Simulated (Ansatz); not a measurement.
WSe2⁺. The state is a doublet with charge 1. Geometry PBE0-D4/def2-TZVP; atoms count from 1.

Cartesian coordinates in Å:
```
W 1.4003 -1.6680 -0.2522
Se -0.0173 0.0154 0.0000
Se -1.3831 1.6526 0.2522
```

In the def2 sets W takes a core potential; there is no spin–orbit coupling. The charge 1 doublet is spin-contaminated (final ⟨S²⟩ up to 2.17, 0.75 for a pure state). No other spin state of charge 1 was run. The geometry of the doublet was relaxed on an unsound state (⟨S²⟩ 2.17, where a pure state has 0.75). Another isomer (quartet) lies 2.91 eV lower at PBE0-D4/def2-TZVP; other spin states weren't run for this one.

Estimate the Mulliken populations from the PBE0/def2-TZVP orbitals of Ansatz.


| atom | charge (e) | spin (α − β) | d electrons |
| --- | --- | --- | --- |
| W1 | 0.72 | 1.97 | 4.41 |
| Se2 | 0.13 | -0.35 | – |
| Se3 | 0.15 | -0.62 | – |
Mulliken values and Mayer orders depend strongly on the basis.

Where does the spin sit?

Summed by element: W 1.97, Se -0.97, of 1 unpaired in all. Largest on single atoms: W1 1.97, Se3 -0.62, Se2 -0.35.

And the Mayer bond orders between bonded heavy atoms (over 0.3)?

W1–Se2 1.73 (2.22 Å); Se2–Se3 1.64 (2.15 Å). Values over 0.3 also appear between atoms too far apart for a bond (W1–Se3 0.55 at 4.36 Å); they arise where an orbital or an unpaired electron spreads over both atoms.
